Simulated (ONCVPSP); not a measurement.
**Wu-Cohen ONCV dataset for Tm, scalar-relativistic all-electron reference.**

```json
{"Element": "thulium (Tm)", "Generator": "ONCVPSP 4.0.1", "Type": "optimised norm-conserving Vanderbilt (ONCV)", "Functional": "Wu-Cohen", "Relativity": "scalar-relativistic", "Frozen core": "[Kr] 4d10", "Valence charge": "23", "Reference configuration": "4f13 5s2 5p6 6s1.5 6p0.5", "Partial waves": "5s+6s: rc 1.85 bohr, ncon 5, nbas 10, qcut 7.3 1/bohr, 2 projectors; 5p+6p: rc 2.00 bohr, ncon 3, nbas 6, qcut 6.5 1/bohr, 2 projectors; d scattering state at 0.03 Ha: rc 1.95 bohr, ncon 3, nbas 7, qcut 5.7 1/bohr, 1 projector; 4f: rc 1.00 bohr, ncon 3, nbas 8, qcut 16.3 1/bohr, 3 projectors, debl 2.1 Ha", "Local potential": "polynomial inside 0.85 bohr (lpopt 1, dvloc0 2 Ha)", "Core correction": "Teter function, fcfact 5.5, rcfact 1.8"}
```

In the d channel the program set the typed energies aside and used 0.050 Ha.

Task: Estimate the cutoffs (Ha) at which the residual kinetic energy of the hardest occupied pseudo-wave falls to 1 and 0.1 mHa per electron.

Result: 116 Ha and 133 Ha.

Task: Does the potential have ghost states?

Result: Ghosts flagged at negative energy: s at -89.5 eV; GHOST(+) flagged for p at 111.2 eV. A true bound ghost makes a file unfit for plane-wave use.

Task: Which valence shell sets the plane-wave cutoff?

Result: 4f: 116 Ha for 1 mHa per electron, against 19 Ha for 5s.

Tests left out (the all-electron energies of this program are off by 10 to 40 meV for near-neutral 4f atoms).
